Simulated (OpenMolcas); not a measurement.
What dynamic correlation does to the levels of Cu3+

```
Program             : OpenMolcas
Basis               : ANO-RCC-VTZP [6s5p3d2f1g]
Scalar Hamiltonian  : DKH2, point nucleus
Active space        : 8 electrons in 5 orbitals (3d)
State averaging     : 2S+1 = 3 even, 10 roots; 2S+1 = 1 even, 15 roots
Spin-orbit coupling : state interaction with AMFI integrals over the reference wave functions, term energies averaged over their components
```

Methods on the same reference wave functions:
A. CASSCF
B. SS-CASPT2, IPEA 0.25 Eh, imaginary shift 0.1 Eh (closed shells correlated: 3s 3p)
C. XMS-CASPT2, IPEA 0.25 Eh, imaginary shift 0.1 Eh (closed shells correlated: 3s 3p)

Energies in eV above 3d8 3F4, the measured ground level; measured values from Sugar and Musgrove, J. Phys. Chem. Ref. Data 19, 527 (1990).

```tsv
Level	A	B	C	Measured
3d8 3F4	0.0000	0.0000	0.0000	0.0000
3d8 3F3	0.2257	0.2261	0.2260	0.2308
3d8 3F2	0.3783	0.375	0.375	0.3816
3d8 1D2	2.4371	1.966	2.018	2.0145
3d8 3P2	2.9534	2.487	2.473	2.4421
3d8 3P1	3.0087	2.543	2.518	2.4917
3d8 3P0	3.0520	2.584	2.559	2.5321
3d8 1G4	3.7775	3.374	3.394	3.3368
3d8 1S0	9.0812	7.703	7.752	7.6196
```

Deviations, from unrounded energies. A percentage is the sum of absolute deviations over the sum of measured energies, with the sign that they share, or ± where signs differ.

```
                        Against measurement  Levels      A     B     C
             mean absolute deviation (cm-1)       8   3900   330   290
      fine structure of the ground term (%)       2   -1.4  -1.9  -1.8
other terms of the ground configuration (%)       6  +19.0  ±1.6  +1.4
```

C lies closest to measurement on these levels and A furthest from it. The largest miss of C in the table is 3d8 1S0, by +1100 cm-1. The ranking rests on the paired levels alone, and a cruder setting can come out closer through cancelling errors.

Between B and C the level of the table that moves most is 3d8 1D2, by 420 cm-1 (lowest in B, highest in C). Moves below CASPT2's spread within the term are not significant.

The mean deviations of B to C differ by less than CASPT2's widest spread within a term (1100 cm-1), so their order carries little weight.

From A to B the spin-free energies of the other terms of 3d8 shown, above 3F, scale by factors of 0.79 to 0.89, as is usual when dynamic correlation screens the repulsion within a d or f shell.

The lowest spin-free term lies below A's lowest term by 0.607 hartree in B, 0.611 hartree in C.

CASPT2 does not keep the components of a term degenerate, so their means are used; among the terms shown or strongly mixed into the levels shown the widest spread is 1100 cm-1 (3d8 3F, C). Without dynamic correlation excited terms often stand tens of per cent too high (terms of higher spin than the ground term too low), and those without a measured partner can miss by more than the paired ones (holds for A). Computed and measured levels are paired by configuration, term and J; levels that our copy of the source lacks, or whose pairing is in doubt (as where it misses far off the trend of its configuration), stay unpaired and out of the deviations. Levels of configurations outside the active space are missing.
